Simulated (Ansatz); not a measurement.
The cluster NiO₂. Charge 0, multiplicity 1. Geometry PBE0-D4/def2-TZVPD, that of the charge -1 doublet.

```
atom   x (Å)   y (Å)   z (Å)
 Ni1  -0.019   0.018   0.013
  O2  -1.061   1.049   0.740
  O3   1.080  -1.068  -0.753
```

The restricted singlet is unstable towards broken spin symmetry in Hartree–Fock (as tested in another run); at PBE-D4/def2-TZVPD, r2SCAN-D4/def2-TZVPD, PBE0-D4/def2-TZVPD this wasn't settled. The order of the spin states hangs on the level: the triplet lies 0.99 eV below the singlet at PBE0-D4/def2-TZVPD, but 0.03 eV above it at PBE-D4/def2-TZVPD. The structure comes from a short search, and lower isomers may exist.

(1) Estimate the orbital energies around the gap (eV) in Ansatz with PBE-D4/def2-TZVPD, r2SCAN-D4/def2-TZVPD, PBE0-D4/def2-TZVPD.

Results:

(1) 
```
orbital  PBE-D4/def2-TZVPD  r2SCAN-D4/def2-TZVPD  PBE0-D4/def2-TZVPD
 HOMO−5              -8.94                 -9.29              -11.68
 HOMO−4              -8.94                 -9.13              -11.68
 HOMO−3              -8.93                 -9.13              -10.72
 HOMO−2              -8.58                 -9.07               -9.91
 HOMO−1              -8.58                 -9.07               -9.91
   HOMO              -7.46                 -7.83               -9.51
   LUMO              -7.09                 -7.14               -6.27
 LUMO+1              -7.09                 -7.14               -6.27
 LUMO+2              -1.11                 -0.72               -0.48
 LUMO+3              -0.20                  0.25                0.44
 LUMO+4              -0.20                  0.25                0.44
 LUMO+5               0.70                  1.33                1.14
```
